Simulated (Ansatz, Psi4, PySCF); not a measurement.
H6GeSi, triplet, at the geometry of the source list (a higher spin typed on purpose: for a closed-shell molecule this is an excited state) (in this run its highest filled SCF level lies above zero, so its values depend strongly on the basis, on diffuse functions most of all), atoms displaced at random by about 0.03 Å a coordinate. Base run: PBE/STO-3G, gradient (PySCF).

PySCF was given this input:
```python
from pyscf import gto, scf, dft

mol = gto.M(
    atom='''
Si   -1.218599    0.153449   -0.001917
Ge    1.076767   -0.076585   -0.026592
H    -1.805760   -0.773330    1.101326
H    -1.566659    1.516515    0.268681
H    -1.793665   -0.274148   -1.368844
H     1.643459   -1.451408   -0.530622
H     1.853332    0.923664   -0.861741
H     1.745058    0.005208    1.298179
''',
    basis='sto-3g',
    charge=0,
    spin=2,
    verbose=3,
)

mf = dft.UKS(mol)
mf.xc = 'pbe'
mf.kernel()
g = mf.nuc_grad_method()
grad = g.kernel()
```

Programs used: Ansatz (a first-principles code), Psi4, PySCF; a row that names a program was run with it.

The coordinate followed is x of atom 4.

Each row names what was changed in the base input (with any setting that the change needs).

```json
[
 {"change": "base", "dE/dx (Eh/bohr)": "0.024408", "net force (Eh/bohr)": "0.000009", "outcome": "converged"},
 {"change": "grids.level = 0; grid_response = on", "dE/dx (Eh/bohr)": "-", "net force (Eh/bohr)": "-", "outcome": "not converged"},
 {"change": "finite difference step (bohr) = 1e-3; conv_tol = 1e-11", "dE/dx (Eh/bohr)": "0.024406", "net force (Eh/bohr)": "-", "outcome": "converged"},
 {"change": "grid_response = on", "dE/dx (Eh/bohr)": "0.024408", "net force (Eh/bohr)": "0.000000", "outcome": "converged"},
 {"change": "conv_tol = 1e-11", "dE/dx (Eh/bohr)": "0.024406", "net force (Eh/bohr)": "0.000009", "outcome": "converged"},
 {"change": "code = ansatz", "dE/dx (Eh/bohr)": "0.024405", "net force (Eh/bohr)": "0.000000", "outcome": "converged"},
 {"change": "grids.level = 5; grid_response = on", "dE/dx (Eh/bohr)": "0.024407", "net force (Eh/bohr)": "0.000000", "outcome": "converged"},
 {"change": "grids.level = 1; grid_response = off", "dE/dx (Eh/bohr)": "-", "net force (Eh/bohr)": "-", "outcome": "not converged"},
 {"change": "grids.level = 0; grid_response = off", "dE/dx (Eh/bohr)": "-", "net force (Eh/bohr)": "-", "outcome": "not converged"},
 {"change": "code = psi4", "dE/dx (Eh/bohr)": "0.024421", "net force (Eh/bohr)": "0.000064", "outcome": "converged"},
 {"change": "density fitting = on; auxbasis_response = off", "dE/dx (Eh/bohr)": "0.024451", "net force (Eh/bohr)": "0.000090", "outcome": "converged"},
 {"change": "conv_tol = 1e-4", "dE/dx (Eh/bohr)": "-", "net force (Eh/bohr)": "-", "outcome": "not converged"}
]
```

The net force is zero for an exact gradient.

Open shells are given as the SCF converged; they aren't shown to be the lowest states, and a large step between rows can be another state.
